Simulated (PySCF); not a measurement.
SMILES CC(C)(C)CC=O (C6H12O), GFN2-xTB optimised geometry.

```
19

C      1.38     0.48     1.25
C      0.86    -0.22     0.00
C      1.34    -1.68     0.00
C      1.39     0.48    -1.25
C     -0.68    -0.22     0.00
C     -1.37     1.11     0.00
O     -0.87     2.20     0.00
H      2.47     0.45     1.27
H      1.07     1.52     1.27
H      1.01     0.00     2.15
H      2.42    -1.72     0.00
H      0.98    -2.20     0.88
H      0.98    -2.20    -0.88
H      1.02     0.00    -2.15
H      1.07     1.52    -1.27
H      2.47     0.46    -1.27
H     -1.05    -0.76    -0.88
H     -1.05    -0.76     0.88
H     -2.47     1.00     0.00
```

Density from PySCF with PBE/def2-SVP at that geometry.

Minimum of the electron density along straight lines between bonded atoms, close to the bond critical point (lines longer than 1.1 times the sum of covalent radii, or with two minima, are not listed):

```csv
bond,length / Å,ρ at the minimum / e bohr⁻³,∇²ρ there / e bohr⁻⁵,position (fraction from the first atom)
C1–C2,1.530,0.241,-0.52,0.50
C2–C3,1.532,0.240,-0.52,0.50
C2–C4,1.530,0.241,-0.52,0.50
C2–C5,1.538,0.237,-0.51,0.49
C5–C6,1.499,0.259,-0.60,0.49
C6–O7,1.198,0.415,0.55,0.33
C1–H8,1.087,0.274,-0.98,0.63
C1–H9,1.086,0.278,-1.03,0.64
C1–H10,1.088,0.273,-0.97,0.62
C3–H11,1.088,0.274,-0.99,0.63
C3–H12,1.088,0.274,-0.98,0.63
C3–H13,1.088,0.273,-0.98,0.63
C4–H14,1.089,0.273,-0.97,0.62
C4–H15,1.086,0.277,-1.03,0.64
C4–H16,1.087,0.274,-0.98,0.63
C5–H17,1.095,0.268,-0.94,0.63
C5–H18,1.095,0.268,-0.94,0.63
C6–H19,1.112,0.271,-0.98,0.63
```
